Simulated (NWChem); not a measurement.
Species: SiH3O3Cl; SMILES O[Si](O)(Cl)O

Computed with NWChem. All runs use the structure optimised with PBE0/def2-SVP. Gas phase, vertical. One conformer.

B3LYP/def2-SVPD, TDA puts singlet state 3 at 8.09 eV with oscillator strength 0.098.

Problem. Give the wavelength, the transition dipole and the radiative lifetime of that state in vacuum.

Solution. 
1. λ = 1239.84/8.09 = 153 nm, or 65250 cm⁻¹.
2. f = (2/3) ΔE μ² in atomic units, so μ = √(1.5 f/ΔE) = 0.70 a.u. = 1.79 D.
3. τ = 1.499 s cm⁻² / (f ν²) = 3.6 ns, for a non-degenerate state that emits at the vertical energy; a higher state like this one mostly decays faster by other paths.
